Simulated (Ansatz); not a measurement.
`CB(O)B(O)O` + CH₃OH → `COB(O)O` + `CBO`  (cleavage of the B–B bond)

Calculated with Ansatz (gas phase, PBE0-D4/def2-TZVP geometries, no zero-point term in ΔE). CBS: MP2 limit from def2 TZ/QZ plus the TZ coupled-cluster correction, frozen cores. This one scheme is used for every species. Functionals use def2-TZVPP. HSE06 is defined as in plane-wave codes. One conformer a species, not always the lowest.

CCSD(T)/CBS gives -163.3 kJ/mol.

Task: Another level gave -159.2 kJ/mol. Which?
A. r2SCAN0-D4/def2-TZVPP
B. r2SCAN/def2-TZVPP
C. PBE/def2-TZVPP
D. HSE06-D4/def2-TZVPP

Result: D. HSE06-D4 -159.2, r2SCAN0-D4 -172.0, PBE -150.8, r2SCAN -167.7 kJ/mol.

Largest T1 diagnostic among the species: 0.014.

From r2SCAN to r2SCAN0 (25 % exact exchange), in def2-TZVPP and without D4, ΔE moves by −4.8 kJ/mol. In def2-TZVPP, CCSD(T) changes the Hartree–Fock value by +25.8 kJ/mol (the triples alone add +3.3 kJ/mol) and MP2 by +21.6 kJ/mol. Leaving LDA and LC-ωPBE aside and taking each functional with its dispersion term where it has one, the values, not all of them listed here, spread over 27.7 kJ/mol, from BHLYP-D4 to revPBE-D4. LDA lies −8.9 kJ/mol from PBE without D4.

CCSD(T)/CBS has its own doubt, a few kJ/mol and more with outer-core shells, so smaller differences from it don't rank the levels.
